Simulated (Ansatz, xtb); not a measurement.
The molecule InO, multiplicity 2 (lowest of 2S+1 = 2, 4 at CCSD(T)/def2-TZVPP on PBE0 minima; our sources give no spin for the ground state, which may be another). No spin–orbit coupling.

The constants come from a fifth-degree fit in 1/R (seven points, main isotopes). Runs in def2 and cc sets follow the lowest solution found near the PBE0 minimum.

Correlated levels freeze the inner cores; with def2 sets outer-core shells near the valence are correlated too. CBS: X⁻³ extrapolation of the correlation energy, Hartree–Fock from the larger set.

Run with Ansatz (an electronic-structure program) with Gaussian orbitals; xtb for the GFN methods. Each number belongs to the level named beside it. In def2 rows elements past Kr take small-core potentials, without spin–orbit coupling. The GFN methods have no spin term and hold the electronic entropy of 300 K.

Q: What bond length and harmonic frequency does GFN2-xTB give?

A: r_e = 1.847 Å, ω_e = 537 cm⁻¹.

Q: What bond length and harmonic frequency does PBE0/def2-TZVPP give?

A: r_e = 1.924 Å, ω_e = 588 cm⁻¹.

Q: What bond length and harmonic frequency does CCSD(T)/CBS(def2-TZVPP, def2-QZVPP) give?

A: r_e = 1.917 Å, ω_e = 613 cm⁻¹.

Doubts at one or more of the structures used: T1 above 0.05 (CCSD(T)/CBS(def2-TZVPP, def2-QZVPP)).
